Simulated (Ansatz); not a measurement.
One change: `BB(O)S` becomes `OBS`.

Ansatz, PBE0-D4/def2-TZVP geometries, multiplicity 1. Each molecule was computed in one conformer, which needn't be the lowest.

```tsv
property	`BB(O)S`
zero-point energy (PBE0-D4/def2-TZVP) / kJ/mol	127.4
HOMO–LUMO gap (PBE/def2-TZVPP) / eV	3.35
HOMO energy (B3LYP/def2-TZVPP) / eV	-7.42
HOMO–LUMO gap (ωB97M-V/def2-TZVPP) / eV	9.59
HOMO energy (ωB97M-V/def2-TZVPP) / eV	-9.86
HOMO–LUMO gap (B3LYP/def2-TZVPP) / eV	5.05
```

Problem. Give the same properties after the change, and the shifts. (An estimate is asked.)

Solution. The calculation gave: 
```tsv
property	`OBS`	shift
zero-point energy (PBE0-D4/def2-TZVP) / kJ/mol	98.5	-28.9
HOMO–LUMO gap (PBE/def2-TZVPP) / eV	5.64	2.29
HOMO energy (B3LYP/def2-TZVPP) / eV	-7.64	-0.22
HOMO–LUMO gap (ωB97M-V/def2-TZVPP) / eV	11.90	2.31
HOMO energy (ωB97M-V/def2-TZVPP) / eV	-10.09	-0.23
HOMO–LUMO gap (B3LYP/def2-TZVPP) / eV	7.37	2.32
```

With PBE0 the HOMO falls by 0.22 eV and the LUMO rises by 2.12 eV, so the gap widens by about 2.34 eV. PBE moves the HOMO by -0.19 eV and ωB97M-V by -0.23 eV. The zero-point energy changes by -28.9 kJ/mol with -6 modes.

B3LYP here is the variant with VWN-RPA as its local correlation; programs differ in this.
